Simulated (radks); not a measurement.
All-electron atom: the thulium ion Tm4+ in [Kr] 4d10 4f11 5s2 5p5.75 5f0.25 (fractional occupations, a model configuration).

All-electron calculation, Dirac Kohn-Sham, exchange-only LDA, spin-unpolarised, spherical densities, finite nucleus; open shells are shared between the two j in proportion to 2j + 1; Fermi nuclear charge, rms radius 5.2256 fm. Program: a radial shooting solver on a logarithmic mesh with Libxc functionals.

Energy parts (eV):
part                  energy
total             -369027.61
kinetic            408597.23
electron-nucleus  -911537.02
Hartree            141241.55
exchange            -7329.37

Orbitals (lengths in bohr, moments of r in powers of bohr; <r^-3> diverges for s and p1/2):
| orbital | occ. | eigenvalue (eV) | <r^2> | <r> | <r^-3> | <r^4> |
|---|---|---|---|---|---|---|
| 1s1/2 | 2 | -59204.32 | 0.0005494 | 0.02003 | - | 8.102e-07 |
| 2s1/2 | 2 | -10031.04 | 0.008469 | 0.08436 | - | 0.0001247 |
| 2p1/2 | 2 | -9568.361 | 0.006094 | 0.07011 | - | 0.00007600 |
| 2p3/2 | 4 | -8589.473 | 0.007310 | 0.07749 | 12810 | 0.0001048 |
| 3s1/2 | 2 | -2298.625 | 0.05584 | 0.2208 | - | 0.004714 |
| 3p1/2 | 2 | -2094.238 | 0.05156 | 0.2104 | - | 0.004213 |
| 3p3/2 | 4 | -1887.672 | 0.05837 | 0.2243 | 2808 | 0.005351 |
| 3d3/2 | 4 | -1537.083 | 0.04583 | 0.1974 | 479.8 | 0.003736 |
| 3d5/2 | 6 | -1491.911 | 0.04771 | 0.2017 | 417.6 | 0.004021 |
| 4s1/2 | 2 | -497.5763 | 0.2793 | 0.4972 | - | 0.1136 |
| 4p1/2 | 2 | -415.2863 | 0.2906 | 0.5050 | - | 0.1265 |
| 4p3/2 | 4 | -368.1518 | 0.3281 | 0.5368 | 640.9 | 0.1611 |
| 4d3/2 | 4 | -232.2395 | 0.3663 | 0.5617 | 94.44 | 0.2180 |
| 4d5/2 | 6 | -223.6075 | 0.3808 | 0.5728 | 80.72 | 0.2356 |
| 4f5/2 | 4.71429 | -58.0263 | 0.6318 | 0.7057 | 13.15 | 0.9647 |
| 4f7/2 | 6.28571 | -56.6727 | 0.6508 | 0.7158 | 12.60 | 1.028 |
| 5s1/2 | 2 | -101.7803 | 1.565 | 1.181 | - | 3.570 |
| 5p1/2 | 1.91667 | -77.8918 | 1.901 | 1.298 | - | 5.417 |
| 5p3/2 | 3.83333 | -70.9361 | 2.165 | 1.386 | 93.83 | 7.008 |
| 5d3/2 | 0 | -39.0197 | 3.818 | 1.828 | 8.275 | 23.21 |
| 5d5/2 | 0 | -38.2757 | 3.961 | 1.862 | 7.054 | 24.91 |
| 5f5/2 | 0.107143 | -16.6118 | 15.15 | 3.659 | 0.4173 | 351.3 |
| 5f7/2 | 0.142857 | -16.5700 | 15.28 | 3.674 | 0.4154 | 356.4 |
| 6s1/2 | 0 | -34.0713 | 8.053 | 2.690 | - | 90.93 |
| 6p1/2 | 0 | -27.7817 | 10.39 | 3.052 | - | 151.9 |
| 6p3/2 | 0 | -26.4114 | 11.45 | 3.206 | 18.97 | 183.7 |
| 6f5/2 | 0 | -10.1281 | 50.81 | 6.663 | 0.2335 | 3661 |
| 6f7/2 | 0 | -10.1043 | 51.10 | 6.683 | 0.2316 | 3701 |

The highest occupied level is 5f7/2 at -16.570 eV. The configuration is held as typed, so some empty levels lie below it. Summed over all electrons, <r^2> = 33.13 bohr^2, which gives a Langevin (diamagnetic) susceptibility term of -26.2 x 10^-6 cm^3/mol.

Run on one thread of a shared host, so times are rough (Arm Neoverse V2): 0.18 s of CPU time, 0.18 s wall, 15 iterations on 2228 mesh points.
